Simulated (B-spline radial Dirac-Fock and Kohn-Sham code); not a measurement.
Method: the Dirac equation of a negative muon with reduced mass in the field of a spherical finite nucleus, with the Uehling potential to all orders; nuclear polarisation, deformation, hyperfine structure, self-energy, higher-order vacuum polarisation, relativistic recoil and electron screening are left out. Computed with an atomic code on a B-spline grid. The nuclear charge is a Fermi distribution (skin thickness 2.3 fm).

Problem. A muonic atom of atomic mass 202.97 u emits these computed lines: 2p3/2 → 1s1/2 5991 keV, 3d5/2 → 2p3/2 2502 keV, 4f7/2 → 3d5/2 938.3 keV, 5g9/2 → 4f7/2 431.4 keV. Which element is it, and what rms charge radius was used?

Solution. Lead (Z = 82, nuclide ²⁰³Pb); the high transitions hardly feel the nucleus and fix Z. The 2p → 1s line lies 10160 keV below the value for a point nucleus without QED, which for this nuclear model gives a radius near 5.47 fm (5.4727 fm was used).
